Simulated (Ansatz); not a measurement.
Harmonic frequencies (cm⁻¹) at PBE0-D4/def2-TZVP from Ansatz: 48, 49, 51, 54, 55, 65, 73, 134, 171, 175, 215, 233, 368, 510, 512, 1180, 1181, 1181, 1184, 1214, 1248, 1477, 1479, 1489, 1490, 1490, 1491, 3027, 3029, 3102, 3103, 3106, 3106.

Each molecule was computed in one conformer, which needn't be the lowest.

Task: Which molecule is it?
A. `C[N](C)[Hf]([F])([Cl])[I]`
B. `[OH][Hf]([SH])([SH])[SH]`
C. `C[O][Hf]([Cl])([I])[O]C`
D. `[NH2][Hf]([OH])([OH])[OH]`

Result: C.
